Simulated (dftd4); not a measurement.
F4Te, triplet, at a GFN2-xTB geometry (a higher spin typed on purpose: for a closed-shell molecule this is an excited state); D4 for blyp (dftd4).

Here is a job for dftd4.
```
$ dftd4 mol.xyz --func blyp --charge 0 --json dftd4.json --noedisp --grad

# file mol.xyz
5

Te    -0.01212984     0.00717280     0.04829380
F     -0.14724257     1.81387706     1.04877868
F      0.21441232    -1.52023906    -1.22691457
F     -0.48009114    -1.44291290     1.44888990
F      0.48300493     1.10783207    -1.54978487
```

What the program printed (banner, timings and long lists left out):

```
                    ____  _____ _____     ____  _  _
      -------------|  _ \|  ___|_   _|---|  _ \| || |------------
     |             | | | | |_    | | ___ | | | | || |_           |
     |             | |_| |  _|   | ||___|| |_| |__   _|          |
     |             |____/|_|     |_|     |____/   |_|            |
     |             ===================================           |
     |            E. Caldeweyher, S. Ehlert & S. Grimme          |
     |          Mulliken Center for Theoretical Chemistry        |
     |                    University of Bonn                     |
      -----------------------------------------------------------

Rational (Becke-Johnson) damping: blyp-D4-ATM
---------------------
  s6         1.0000
  s8         2.3408
  s9         1.0000
  a1         0.4449
  a2         4.0933
 alp        16.0000
--------------------

Dispersion energy:      -7.7351188324397E-03 Eh

Gradient norm:           6.5890861506492E-04 Eh/a0
--------------------------------------------------
     #    Z           dE/dx      dE/dy      dE/dz
--------------------------------------------------
     1   52 Te   -3.863E-06  2.284E-06  1.538E-05
     2    9 F    -2.812E-05  2.927E-04  1.859E-04
     3    9 F     3.630E-05 -2.327E-04 -2.011E-04
     4    9 F    -8.134E-05 -2.280E-04  2.499E-04
     5    9 F     7.702E-05  1.657E-04 -2.501E-04
--------------------------------------------------

Virial:
--------------------------------------------------
      component           x          y          z
--------------------------------------------------
          x       1.667E-04  1.823E-04 -5.885E-04
          y       1.823E-04  2.640E-03  1.039E-05
          z      -5.885E-04  1.039E-05  2.253E-03
--------------------------------------------------

[Info] Dispersion results written to 'dftd4.txt'
[Info] JSON dump of results written to 'dftd4.json'
```
